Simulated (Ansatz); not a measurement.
Br₃Re, SMILES [Br][Re]([Br])[Br] (connectivity only; charge and spin as stated), neutral, multiplicity 5.

Geometry: r2SCAN-D4/def2-SVP. A frequency run showed that this geometry is not a minimum. The spin state was assumed, not searched. The def2 effective core potentials stand for the cores of Re; spin–orbit coupling is left out.

Two levels are set side by side: PBE/def2-TZVPD (Ansatz, a program for electronic structure) and PBE0/def2-TZVPD (Ansatz). Energy differences of separate SCF runs at the same geometry; the states with an electron removed or added have multiplicity 4 and 6. Differences are taken from unrounded values.

| quantity | PBE0 |
|---|---|
| vertical ionisation energy (eV) | 8.62 |
| vertical electron affinity (eV) | 2.44 |

Task: What does PBE give, and how far is it from PBE0? (An estimate is asked for; the answer gives what the named calculation found.)

Result: 
```json
[
 {"quantity": "vertical ionisation energy (eV)", "PBE": "8.08", "PBE minus PBE0": "-0.55"},
 {"quantity": "vertical electron affinity (eV)", "PBE": "2.13", "PBE minus PBE0": "-0.31"}
]
```
